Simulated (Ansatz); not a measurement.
The same path of C2H9PSi (13 atoms, charge 0, multiplicity 1) was run twice with different band settings. The coordinate that changes most is the height of P4 over the plane of its neighbours.

Computed with RHF/def2-SVPD in Ansatz 0.2.0.

Relaxed end points:

```xyz
13
Properties=species:S:1:pos:R:3
C -1.225 0.149 1.259
C -0.163 -0.864 0.815
Si 1.130 -0.206 -0.403
P 0.138 0.404 -2.369
H -1.914 -0.294 1.979
H -1.822 0.503 0.416
H -0.773 1.023 1.732
H -0.643 -1.736 0.361
H 0.378 -1.240 1.689
H 1.875 0.927 0.203
H 2.101 -1.277 -0.741
H 1.302 0.921 -2.983
H -0.364 1.655 -1.943
```

```xyz
13
Properties=species:S:1:pos:R:3
C -1.184 0.200 1.419
C -0.238 -0.806 0.751
Si 1.096 -0.056 -0.367
P 0.142 1.080 -2.106
H -1.906 -0.308 2.061
H -1.747 0.776 0.683
H -0.636 0.910 2.041
H -0.813 -1.527 0.161
H 0.279 -1.395 1.515
H 1.910 0.934 0.385
H 1.998 -1.131 -0.853
H 1.343 1.340 -2.805
H -0.225 -0.052 -2.870
```

Common settings: movable images 7; climbing image yes; optimiser quadratic models (default); start path through a guess of the saddle point; force threshold 0.05 eV/Å; iteration limit 60; end points relaxed.

| run | spring |
| --- | --- |
| 1 | 5.0 eV/Å² |
| 2 | 0.1 eV/Å² |

(1) What does each run give, and how far can it be trusted?

## Answers

(1) Run 1: converged after 28 iterations, highest image 1.034 eV above the first end. The profile has 2 maxima (images 3, 6) with wells between them (image 5): this band takes more than one step, which may be the mechanism or a detour left from its start path. A vibrational analysis at the climbing image gives one clearly imaginary mode, 774i cm⁻¹: a first-order saddle point.
Run 2: converged after 26 iterations, highest image 1.034 eV above the first end. The profile has 2 maxima (images 3, 6) with wells between them (image 5): this band takes more than one step, which may be the mechanism or a detour left from its start path. Another band between the same ends (7 images) ends at a top of the same energy, where a vibrational analysis finds 1 clearly imaginary mode.
